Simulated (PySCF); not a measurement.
carbon tetrabromide (CBr₄), singlet, at a GFN2-xTB geometry; DF-BLYP/def2-SVP in PySCF.

Here is a job for PySCF.
```python
from pyscf import gto, scf, dft

mol = gto.M(
    atom='''
Br    1.889857   -0.406574   -0.169429
C    -0.000000    0.000000    0.000000
Br   -0.297246    1.874345   -0.405025
Br   -0.581087   -0.369803    1.814153
Br   -1.011524   -1.097968   -1.239699
''',
    basis='def2-svp',
    charge=0,
    spin=0,
    verbose=4,
)

mf = dft.RKS(mol)
mf.xc = 'blyp'
mf.grids.atom_grid = (30, 110)
mf = mf.density_fit(auxbasis='def2-universal-jkfit')
mf.kernel()
mf.analyze()
```

Output, abridged:

```
PySCF version 2.14.0

[INPUT] verbose = 4
[INPUT] num. atoms = 5
[INPUT] num. electrons = 146
[INPUT] charge = 0
[INPUT] spin (= nelec alpha-beta = 2S) = 0
[INPUT] symmetry False subgroup None
[INPUT] Mole.unit = angstrom
[INPUT] Symbol           X                Y                Z      unit          X                Y                Z       unit  Magmom
[...]
nuclear repulsion = 1456.47607392377
number of shells = 54
number of NR pGTOs = 320
number of NR cGTOs = 142
basis = def2-svp
ecp = {}

******** <class 'pyscf.df.df_jk.DFRKS'> ********
method = DFRKS
initial guess = minao
damping factor = 0
level_shift factor = 0
DIIS = <class 'pyscf.scf.diis.CDIIS'>
diis_start_cycle = 1
diis_space = 8
diis_damp = 0
SCF conv_tol = 1e-09
SCF conv_tol_grad = None
SCF max_cycles = 50
direct_scf = False
XC library pyscf.dft.libxc version 7.1.2
    S. Lehtola, C. Steigemann, M. J. T. Oliveira, and M. A. L. Marques,  SoftwareX 7, 1–5 (2018)
XC functionals = blyp
    A. D. Becke,  Phys. Rev. A 38, 3098 (1988)
    C. Lee, W. Yang, and R. G. Parr,  Phys. Rev. B 37, 785 (1988)
    B. Miehlich, A. Savin, H. Stoll, and H. Preuss,  Chem. Phys. Lett. 157, 200 (1989)
radial grids:
    Treutler-Ahlrichs [JCP 102, 346 (1995); DOI:10.1063/1.469408] (M4) radial grids

becke partition: Becke, JCP 88, 2547 (1988); DOI:10.1063/1.454033
pruning grids: <function nwchem_prune>
grids dens level: 3
symmetrized grids: False
atomic radii adjust function: <function treutler_atomic_radii_adjust>
User specified grid scheme (30, 110)
small_rho_cutoff = 0
Set gradient conv threshold to 3.16228e-05
Initial guess from minao.
tot grids = 12240
init E= -10329.7499657866
[...]
cycle= 1 E= -10333.462529755  delta_E= -3.71  |g|= 0.518  |ddm|= 2.95
[...]
cycle= 2 E= -10333.0440597199  delta_E= 0.418  |g|= 1.41  |ddm|=  1.5
[...]
cycle= 3 E= -10333.51438123  delta_E= -0.47  |g|= 0.16  |ddm|= 1.23
[...]
cycle= 4 E= -10333.5177563843  delta_E= -0.00338  |g|= 0.0263  |ddm|= 0.114
[...]
cycle= 5 E= -10333.5178979297  delta_E= -0.000142  |g|= 0.00349  |ddm|= 0.0299
[...]
cycle= 6 E= -10333.5179006219  delta_E= -2.69e-06  |g|= 0.000375  |ddm|= 0.0063
[...]
cycle= 7 E= -10333.5179006527  delta_E= -3.08e-08  |g|= 0.000143  |ddm|= 0.000727
[...]
cycle= 8 E= -10333.5179006581  delta_E= -5.48e-09  |g|= 5.95e-06  |ddm|= 0.000166
[...]
cycle= 9 E= -10333.5179006582  delta_E= -7.28e-12  |g|= 6.6e-06  |ddm|= 1.92e-05
[...]
Extra cycle  E= -10333.5179006581  delta_E= 3.27e-11  |g|= 1.08e-05  |ddm|= 2.72e-05
converged SCF energy = -10333.5179006581
**** SCF Summaries ****
Total Energy =                      -10333.517900658120197
Nuclear Repulsion Energy =            1456.476073923767899
One-electron Energy =               -17285.807484418091917
Two-electron Energy =                 5495.813509836204503
Two-electron Coulomb Energy =         5866.590866991844450
DFT Exchange-Correlation Energy =     -370.777357155639720
HOMO-LUMO gap [eV] =                     3.503221302360517
**** MO energy ****
[...]
 ** Mulliken pop on meta-lowdin orthogonal AOs  **
 ** Mulliken pop  **
 ** Mulliken atomic charges  **
charge of    0Br =      0.01494
charge of    1C =     -0.05981
charge of    2Br =      0.01495
charge of    3Br =      0.01498
charge of    4Br =      0.01494
Dipole moment(X, Y, Z, Debye):  0.00015,  0.00146,  0.00082
```
